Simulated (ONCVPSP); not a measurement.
# chlorine: excitation energies, all-electron against ONCV

- Element: Cl (Z = 17)
- Generator: ONCVPSP 4.0.1
- Type: optimised norm-conserving Vanderbilt (ONCV)
- Functional: LDA (Perdew-Zunger)
- Relativity: scalar-relativistic
- Frozen core: [Ne]
- Valence charge: 7
- Reference configuration: 3s2 3p5
- Partial waves: 3s: rc 1.25 bohr, ncon 3, nbas 6, qcut 6.8 1/bohr, 2 projectors, debl 1.7 Ha; 3p: rc 1.50 bohr, ncon 4, nbas 7, qcut 4.4 1/bohr, 2 projectors, debl 0.9 Ha; d scattering state at 0.14 Ha: rc 1.25 bohr, ncon 3, nbas 8, qcut 8 1/bohr, local
- Local potential: the d channel
- Core correction: polynomial model core, fcfact 0.5

Energies are relative to the spin-unpolarised reference configuration 3s2 3p5; without spin polarisation the order of configurations can differ from experiment.

```tsv
valence configuration	charge	ΔE all-electron (eV)	error AE − PS (meV)
3s2 3p4	+1	13.972	+0.2
3s2 3p3	+2	39.500	+8.6
3s2 3p2	+3	77.895	+40
3s1 3p5	+1	26.566	+5.4
```

Levels in the configuration 3s1 3p5:

```json
{"level": "3s", "all-electron (eV)": "-32.699", "pseudo (eV)": "-32.684"}
{"level": "3p", "all-electron (eV)": "-20.061", "pseudo (eV)": "-20.055"}
```
